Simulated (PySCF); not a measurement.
## Excited states of In³⁺ (indium, charge +3)

Ground state [Kr] 4d10, ¹S. Computed with PySCF 2.14 in aug-cc-pVTZ-DK3 with one added diffuse shell each of s, p, d, f type (9s8p6d3f, 84 functions), with scalar relativity by spin-free X2C-1e. Vertical excitation energies in eV without spin-orbit coupling; excited terms of each kind are numbered among those the solver found. Frozen: [Kr].

```
 term  leading excitation  EOM-EE-CCSD
 1 3D              4d → s       16.334
 1 1D              4d → s       17.000
1 3P°              4d → p       24.338
1 3F°              4d → p       24.803
1 1F°              4d → p       25.105
1 1D°              4d → p       25.582
1 3D°              4d → p       25.609
1 1P°              4d → p       25.668
 1 1G              4d → d       35.687
 1 3F              4d → d       35.975
 2 3D              4d → s       36.741
 2 1D              4d → s       36.899
```

The spin-orbit splitting of the hole, absent here, rivals or exceeds the spacing of these terms, so the LS terms are model states.

The solver can miss terms.
